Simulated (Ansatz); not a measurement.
A nudged elastic band was laid between two geometries of AlFH2O2 + H4Si (11 atoms, charge 0, multiplicity 1).

All numbers below come from Ansatz 0.2.0, RKS B3LYP-D4/def2-SVP.

```
movable images  : 7
climbing image  : yes
spring          : 5.0 eV/Å²
optimiser       : quadratic models (default)
start path      : through a guess of the saddle point
force threshold : 0.05 eV/Å
iteration limit : 60
end points      : relaxed
```

Initial state:

```xyz
11
Properties=species:S:1:pos:R:3
Al 0.074 -0.360 0.065
F -0.190 -1.396 1.346
O 1.550 -0.361 -0.770
H 2.310 -0.897 -0.533
O -1.235 0.441 -0.681
H -2.152 0.334 -0.416
Si -0.021 2.616 1.017
H 0.788 3.463 1.939
H 0.271 2.959 -0.392
H -1.460 2.709 1.363
H 0.447 1.208 1.315
```

Final state:

```xyz
11
Properties=species:S:1:pos:R:3
Al -0.041 0.397 -0.158
F 0.286 -0.105 1.836
O 1.393 -0.183 -0.882
H 1.551 -1.027 -1.312
O -1.598 -0.258 -0.410
H -1.847 -1.095 -0.808
Si 0.042 2.693 0.676
H 0.297 2.450 2.174
H 1.183 3.565 0.269
H -1.214 3.502 0.665
H 0.330 0.779 2.203
```

Task: What changes between the two ends?

Result: Bonds broken: Si7–H11. Bonds formed: Al1–Si7, F2–H11. AlFH2O2 + H4Si becomes AlFH6O2Si.

Task: What energy profile does the band end with?

Result: The forces met the threshold. The highest image is number 5 of 0 to 8, 1.93 eV above the first end and 0.36 eV above the last; the last end lies 1.57 eV above the first. The profile has 2 maxima (images 1, 5) with wells between them (image 2): this band takes more than one step, which may be the mechanism or a detour left from its start path. Neighbouring images differ by up to 1.5 eV, so the band resolves the path poorly. A vibrational analysis at the climbing image gives one clearly imaginary mode, 615i cm⁻¹: a first-order saddle point. The orbitals stay closed-shell, which can raise the energy where a bond breaks towards radicals; this wasn't checked here.

```csv
image,path coordinate (Å),energy (eV),Si7–H11 (Å),Al1–Si7 (Å),F2–H11 (Å)
0,0.00,0.00,1.51,3.13,2.68
1,0.75,0.04,1.52,3.05,2.66
2,1.50,0.02,1.51,3.11,2.62
3,2.25,0.04,1.50,3.15,2.41
4,3.00,0.47,1.55,2.93,1.83
5,3.75,1.93,2.05,2.60,1.08
6,4.83,1.62,2.78,2.45,0.94
7,5.92,1.61,2.80,2.43,0.94
8,7.00,1.57,2.47,2.44,0.96
```

Task: What is the geometry of the highest image?

Result: 
```xyz
11
Properties=species:S:1:pos:R:3:forces:R:3
Al 0.099 0.095 0.046 0.01 0.00 0.00
F -0.036 -0.410 1.866 0.00 -0.01 0.00
O 1.668 -0.324 -0.448 -0.01 0.00 -0.01
H 1.902 -0.650 -1.321 0.01 0.00 0.00
O -1.267 -0.305 -0.879 0.00 0.00 0.01
H -2.186 -0.063 -0.747 0.00 0.00 0.00
Si 0.040 2.518 0.974 0.00 0.00 0.00
H 0.957 3.042 2.032 0.00 0.00 0.00
H 0.530 3.066 -0.333 0.00 0.00 0.00
H -1.324 3.080 1.210 0.00 0.00 0.00
H -0.001 0.668 1.854 0.00 0.00 0.00
```

The run took 7.4 min on 2 threads of Arm Neoverse V2, with other jobs on the host, peak memory 0.25 GiB.
